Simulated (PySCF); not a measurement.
**Radial density of Fe (iron, neutral)**

UHF, [Ar] 3d7 4s1, high-spin 5F determinant (an excited configuration). Calculation: PySCF 2.14, in def2-QZVPPD; no relativity, point nucleus.

```tsv
r (bohr)	4πr²ρ (e/bohr)	4πr²(ρα − ρβ)
0.00104	0.1527	0.0000
0.00175	0.4163	0.0001
0.00294	1.107	0.0002
0.00494	2.823	0.0005
0.00831	6.705	0.0011
0.0140	14.15	0.0022
0.0235	24.54	0.0036
0.0395	31.11	0.0037
0.0665	26.75	0.0034
0.112	25.87	0.0279
0.188	34.78	0.1910
0.316	20.11	0.8751
0.532	14.29	2.2563
0.895	14.53	2.4157
1.51	4.182	1.1606
2.53	0.8970	0.5011
4.26	0.2352	0.2005
7.17	0.02006	0.0195
12.1	8.274e-05	0.0001
```
